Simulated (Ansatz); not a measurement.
Consider the formal exchange of groups at a Zn–C bond: `[F][Zn][CH2]BCl` + `OCF` → `F[CH2][Zn][F]` + `OCBCl`.

Calculated with Ansatz (gas phase, PBE0-D4/def2-TZVP geometries, no zero-point term in ΔE). CCSD(T)/CBS is the MP2 limit (def2-TZVPP, def2-QZVPP) plus CCSD(T) − MP2 in def2-TZVPP, frozen cores. Functionals use def2-TZVPP. For Zn outer-core shells are correlated without core-valence functions, which leaves a few kJ/mol of doubt a bond. Scalar relativity is left out up to krypton. Each species was taken in one conformer, which may not be the lowest.

`[F][Zn][CH2]BCl`:

Cartesian coordinates in Å:
```
F 1.579 -1.129 -2.632
Zn 1.005 -0.476 -1.113
C 0.439 0.255 0.591
B -1.066 0.336 0.409
Cl -2.107 -1.023 0.835
H 0.808 -0.459 1.331
H 0.954 1.216 0.657
H -1.614 1.279 -0.078
```

`OCF`:

```xyz
6

O    -0.148    1.067    0.105
C     0.077   -0.241   -0.236
F    -0.969   -1.047    0.170
H    -0.071    1.163    1.059
H     0.980   -0.654    0.226
H     0.131   -0.288   -1.325
```

`F[CH2][Zn][F]`:

Cartesian coordinates in Å:
```
F 0.261 1.572 -0.701
C 0.615 0.306 -0.248
Zn -0.952 -0.616 0.442
F -2.363 -1.445 1.063
H 1.061 -0.241 -1.083
H 1.378 0.423 0.526
```

`OCBCl`:

```xyz
8

O     0.787   -1.027    0.909
C     0.647   -0.120   -0.154
B    -0.721    0.572   -0.381
Cl   -2.064    0.228    0.686
H    -0.052   -1.075    1.377
H     0.912   -0.612   -1.106
H     1.393    0.689   -0.062
H    -0.901    1.346   -1.268
```

**Question.** Is it downhill or uphill in electronic energy at CCSD(T)/CBS, and by how much? (Best estimate.)

**Answer.** Ansatz gave: Uphill: ΔE = +1.18 eV.

**Question.** What do these levels give: PBE-D4, PBE0-D4, HF/def2-TZVPP, CCSD(T)/def2-TZVPP, MP2/def2-QZVPP, MP2/CBS(def2)? (Best estimate.)

**Answer.** Ansatz gave: PBE-D4 1.08, PBE0-D4 1.16, HF/def2-TZVPP 1.24, CCSD(T)/def2-TZVPP 1.24, MP2/def2-QZVPP 1.27, MP2/CBS(def2) 1.25 eV.

Largest T1 diagnostic among the species: 0.016.

From PBE to PBE0 (25 % exact exchange), in def2-TZVPP and without D4, ΔE moves by +0.08 eV.
